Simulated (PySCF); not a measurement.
Constitutional and geometric isomers with formula CH9NSi2. All species are isolated molecules in the gas phase. One relaxed conformer stands for each flexible species; it need not be the lowest. Strings in code marks are SMILES.

Computed with B3LYP-D3(BJ)/def2-TZVP // PBE0-D4/def2-TZVP (PySCF 2.14.0). All candidates: neutral, multiplicity 1. B3LYP has the VWN-RPA correlation part, as in Gaussian. Excitations are Tamm–Dancoff values on a coarser integration grid. The basis has no diffuse functions, so Rydberg states are missing or too high.

* **S1 excitation (TDA)**: 5.79 eV
* **HOMO**: -6.90 eV
* **HOMO–LUMO gap**: 6.82 eV

Problem. Name which member has these values.
A. `C[SiH2]N[SiH3]` (C–Si–N–Si torsion 75°)
B. `[SiH3]CN[SiH3]` (Si–C–N–Si torsion 155°)
C. `C[Si@@H](N)[SiH3]`

Solution. C, `C[Si@@H](N)[SiH3]`. The others give `[SiH3]CN[SiH3]` (Si–C–N–Si torsion 155°): 5.51 eV, -6.61 eV, 6.59 eV; `C[SiH2]N[SiH3]` (C–Si–N–Si torsion 75°): 6.01 eV, -7.14 eV, 7.10 eV
